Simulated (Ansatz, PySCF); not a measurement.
This singlet lies 0.89 eV below the relaxed triplet at the level PBE-D3(BJ)/def2-TZVPD // PBE-D3(BJ)/def2-SVPD (PySCF).

Z-matrix (Å, degrees):
```
B
O 1 1.4252
H 2 0.9658 1 104.55
H 1 1.2689 2 104.61 3 -180.00
```
Charge -1, spin multiplicity 1.

Computed with frozen-core CCSD(T)/aug-cc-pVTZ // PBE-D3(BJ)/def2-SVPD (Ansatz, a quantum-chemistry and plane-wave program). The restricted HF reference is unstable towards unrestricted orbitals.

```
Property                       Result
----------------------  -------------
HF energy               -100.68412 Ha
MP2 correlation energy    -0.37037 Ha
```

Question: Estimate the CCSD correlation energy, the (T) correction, the total energy and the T1 diagnostic.

Answer: 
```
Quantity                         Value
-----------------------  -------------
CCSD correlation energy    -0.38488 Ha
(T) correction             -0.01624 Ha
CCSD(T) total energy     -101.08524 Ha
T1 diagnostic                    0.020
```
